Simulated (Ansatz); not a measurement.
Z-matrix (Å, degrees):
```
Si
B 1 2.023
H 1 1.492 2 109.8
H 1 1.491 2 109.6 3 117.3
H 1 1.488 2 113.3 3 -121.4
O 2 1.347 1 119.2 3 121.4
H 2 1.207 1 122.3 3 -58.0
C 6 1.413 2 121.6 1 178.5
S 8 1.798 6 113.2 2 -97.5
H 8 1.093 6 110.7 2 20.7
H 8 1.089 6 107.6 2 140.6
H 9 1.343 8 96.4 6 -70.0
```

The species carries charge 0 and has multiplicity 1.

Q: List the ωB97M-V/def2-TZVPP orbital energies in eV (the Gaussian-basis code of Ansatz). (Best estimate.)

A: Ansatz gave: Occupied: -2427.17, -1806.35, -527.30, -284.13, -221.14, -188.52, -164.26, -164.18, -164.04, -147.49, -101.61, -101.60, -101.58, -32.51, -24.86, -21.34, -18.52, -17.47, -16.51, -15.45, -14.45, -13.32, -12.46, -11.92, -11.75, -11.48, -10.20, -9.69. Lowest empty: 0.74, 1.91, 2.65, 2.87, 2.94, 3.21, 3.55, 3.68.
